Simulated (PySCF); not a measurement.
Compound: C3H11PSi2.
Structure used (PBE0-D3(BJ)/def2-SVP), in Å, numbered top down from 1:
```xyz
17
C3H11PSi2 angstrom
P      3.8818   -0.2328    0.8245
Si     1.7925    0.6533    0.7199
Si     0.5191   -0.6520   -0.7609
C     -1.3100   -0.3127   -0.5601
C     -1.8150    1.0317   -0.0935
C     -1.9299   -0.1532    0.8068
H      4.1851    0.0965   -0.5328
H      4.4870    0.9540    1.3413
H      1.2243    0.5965    2.1048
H      1.7940    2.0896    0.2931
H      0.9653   -0.3354   -2.1562
H      0.8296   -2.0959   -0.5084
H     -1.9416   -0.8160   -1.3019
H     -1.0833    1.8068    0.1584
H     -2.7244    1.4219   -0.5582
H     -2.9197   -0.5893    0.9653
H     -1.2793   -0.2015    1.6858
```

Computed with PySCF at PBE0/pcSseg-1, non-relativistic, on one gas-phase PBE0-D3(BJ)/def2-SVP geometry that isn't relaxed in the solvent. The solvent is an IEF-PCM continuum (Bondi radii, 1.10 Å for H, scaled by 1.2). Specific hydrogen bonds and non-electrostatic terms are outside this model.

```csv
run,E − E(gas) (kcal/mol),HOMO (eV),HOMO–LUMO gap (eV),dipole (D)
gas,0.00,-7.54,7.33,1.55
P,-1.69,-7.50,7.43,1.85
Q,-1.96,-7.50,7.45,1.90
```

**Question.** The runs were made in chloroform and tetrahydrofuran. Which run belongs to which solvent?

**Answer.** P = chloroform, Q = tetrahydrofuran. The dielectric constants are 4.711 (chloroform), 7.426 (tetrahydrofuran), and the energy falls further as ε rises. In this model the ground state sees the solvent through ε alone.

**Question.** How constant is the ratio of the lowering to (ε − 1)/(2ε + 1)?

**Answer.** 
```json
{"solvent": "chloroform", "(ε − 1)/(2ε + 1)": "0.356", "E − E(gas) (kcal/mol)": "-1.69", "ratio (kcal/mol)": "-4.7", "polarisation term (kcal/mol)": "-1.85"}
{"solvent": "tetrahydrofuran", "(ε − 1)/(2ε + 1)": "0.405", "E − E(gas) (kcal/mol)": "-1.96", "ratio (kcal/mol)": "-4.8", "polarisation term (kcal/mol)": "-2.18"}
```

The ratio changes by +2.0 % in size from chloroform to tetrahydrofuran. The polarisation term is half the interaction of the solute with the induced surface charges.

On one thread, Intel Xeon at 2.50 GHz (x86_64), no GPU, on a shared host, this took 37 s wall and 0.98 GiB of memory at its peak. This is the whole shielding run at PBE0/pcSseg-1 in tetrahydrofuran, SCF included.
